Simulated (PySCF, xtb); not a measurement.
Al(F)(OH)(OEt) (C2H6AlFO2), SMILES CC[O][Al]([OH])[F]. One conformer was computed; it need not be the lowest.

Harmonic wavenumbers (cm⁻¹) from GFN2-xTB (xtb) at its own minimum, in rising order: 32, 69, 124, 183, 208, 230, 301, 376, 392, 452, 579, 794, 836, 899, 983, 1096, 1144, 1192, 1250, 1329, 1395, 1466, 1478, 1486, 2897, 2913, 3031, 3035, 3043, 3758.

Q: What does PBE-D3(BJ)/def2-SVP (PySCF 2.14.0) give at its own minimum? (Estimate from the structure and the level; the computed values follow.)

A: 37, 75, 91, 220, 231, 264, 297, 328, 443, 599, 610, 787, 843, 923, 930, 1074, 1133, 1182, 1262, 1327, 1361, 1409, 1425, 1451, 2925, 2961, 2973, 3055, 3060, 3810. Paired by order, the mean absolute difference is 32 cm⁻¹ and the zero-point energies are 52.9 and 53.0 kcal/mol.
